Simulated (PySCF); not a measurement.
Computed shifts of a molecule C₃H₇ClSi, KT2/pcSseg-1 in PySCF, GIAO, gas phase, atoms alike by connectivity averaged where their shifts nearly agree, in ppm (number of nuclei): ¹³C: 149.9 (1), 128.1 (1), -4.4 (1). ²⁹Si: -37.0 (1). ¹H: 6.25 (2), 4.68 (2), 0.70 (3). References: ¹³C against TMS (σ = 185.1 ppm); ³⁵Cl against HCl (σ = 945.4 ppm); ²⁹Si against TMS (σ = 361.9 ppm); ¹H against TMS (σ = 31.47 ppm), references at their B3LYP-D3(BJ)/def2-TZVP geometries, non-relativistic (without spin–orbit terms, shifts of atoms bonded to Cl or Br come out too high). Geometry optimised at B3LYP-D3(BJ)/def2-SVP. One conformer was computed; it need not be the lowest.

Which molecule gave these data?
A. C=CC[SiH2]Cl
B. C/C=C(\[SiH3])Cl
C. C=C[Si@H](C)Cl
D. C=C(Cl)[SiH2]C

D, C=C(Cl)[SiH2]C
